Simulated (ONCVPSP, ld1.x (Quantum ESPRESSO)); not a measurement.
## Pseudopotentials across the periodic table

Generated with ld1.x 7.5 (TM, RRKJ, ultrasoft, PAW), atompaw 4.2 or ONCVPSP 4.0.1. The cutoff is in Ry: for ld1.x and atompaw files where the sum of valence levels is converged to 10 mRy in a Bessel basis, for ONCV files where the hardest occupied wave has 1 mHa per electron of residual kinetic energy. The error is the largest all-electron minus pseudo excitation energy over each file’s own four to seven test configurations (ionisations up to +4, promotions, holes and added fractions of an electron), all of which were solved. The labels leave out finer settings (local radius, basis sizes, second energies), which also bear on the numbers. Spin-polarised tests are not counted. The rows are a selection from randomly drawn settings: files with unsolved tests, undetermined cutoffs or missed reference levels are left out.

A true bound ghost makes a file unfit for plane-wave use even where its test errors are small: the radial tests pick states by their node count and pass the ghost by.

| element | potential | cutoff (Ry) | largest error (meV) | bound ghosts |
| --- | --- | --- | --- | --- |
| Cr | ONCV, LDA (Perdew-Zunger), fully relativistic, rc 1.35/1.45/1.70 (spd), local smoothed, core correction no, reference 3s2 3p6 3d5 4s0.5 4p0.5, qcut 7.6/10.7/9.5, projectors 2/2/1 | 68 | -3.9 | none |
| Ga | TM semilocal, BLYP, scalar-relativistic, rc 1.90/2.50/2.70 (spd), local p, core correction no, reference 4s2 4p1 | 15 | +183 | none |
| Se | ONCV, PBE, scalar-relativistic, rc 1.65/1.40/0.70 (spd), local smoothed, core correction no, reference 3d10 4s2 4p4, qcut 3.9/6.3/24.6, projectors 2/1/2 | 441 | +7.3 | s, p |
| Tc | ONCV, PBE, scalar-relativistic, rc 1.70/1.45/1.45 (spd), local d, core correction yes, reference 4s2 4p6 4d5 5s2, qcut 8.1/9.8/13.1, projectors 2/2/0 | 62 | -6.4 | none |
| Sn | ultrasoft, LDA (PZ), scalar-relativistic, rc 2.25/2.60 (sp), local smoothed, core correction yes, reference 5s2 5p0 | 6 | -107 | none |
| Pt | TM, LDA (PZ), scalar-relativistic, rc 2.64/2.65/1.75/2.70 (spdf), local p, core correction yes, reference 5d9 6s1 6p0 | 40 | -1564 | none |
| Bi | TM semilocal, PBE, scalar-relativistic, rc 1.45/2.35/1.85 (spd), local d, core correction yes, reference 5d10 6s1.75 6p3.25 | 60 | -28 | none |

(1) Fill in the row for Te: ONCV, PBE, scalar-relativistic, rc 1.10/1.55/1.10 (spd), local d, core correction yes, reference 4s2 4p6 4d10 5s2 5p2, qcut 12/9/11.3, projectors 2/2/0.

(2) Fill in the row for Te: TM, PBE, scalar-relativistic, rc 1.55/2.30/3.28 (spd), local s, core correction no, reference 5s2 5p3.

## Answers

(1) cutoff 108 Ry, largest error -7.3 meV, bound ghosts: none.

(2) cutoff 35 Ry, largest error +31 meV, bound ghosts: none.
